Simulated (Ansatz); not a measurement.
Ligand exchange: SiH2(NH2)(SiH3) + Cd(CH3)(OH) → SiH2(OH)(SiH3) + Cd(CH3)(NH2)

Species: SiH2(NH2)(SiH3), singlet; Cd(CH3)(OH), singlet; SiH2(OH)(SiH3), singlet; Cd(CH3)(NH2), singlet. The partners trade NH2 for OH: Si–NH2 and Cd–OH bonds give way to Si–OH and Cd–NH2.

Shapes, held fixed at every level: PBE0-D4/def2-TZVP. Flexible molecules stand in one conformer, not always the lowest. Programs: Ansatz 0.2.0. Electronic energies: no zero-point or thermal term.

(1) Estimate ΔE of this reaction.

Answers

(1) The highest level, CCSD(T)/def2-TZVPP, gives ΔE = -17.6 kJ/mol; the levels span -19.1 to -11.0. The column of differences is taken from that level and isn't an error. No measured value is set beside it here. For atoms past krypton def2 sets carry core potentials with scalar relativity. Outer-core shells of Cd are correlated in most correlated rows, in sets that cover them unevenly.

| level | kind | ΔE (kJ/mol) | less CCSD(T)/def2-TZVPP |
| --- | --- | --- | --- |
| PBE-D4/def2-TZVPP | GGA | -11.4 | +6.2 |
| r2SCAN-D4/def2-TZVPP | meta-GGA | -13.3 | +4.3 |
| PBE0-D4/def2-TZVPP | global hybrid | -13.1 | +4.5 |
| MP2/def2-SVP | perturbation theory | -12.9 | +4.7 |
| MP2/def2-TZVPP | perturbation theory | -19.1 | -1.5 |
| CCSD(T)/def2-SVP | coupled cluster or CI | -11.6 | +6.0 |
| CCSD/def2-SVP | coupled cluster or CI | -11.0 | +6.6 |
| CCSD(T)/def2-TZVPP | coupled cluster or CI | -17.6 | 0.0 |
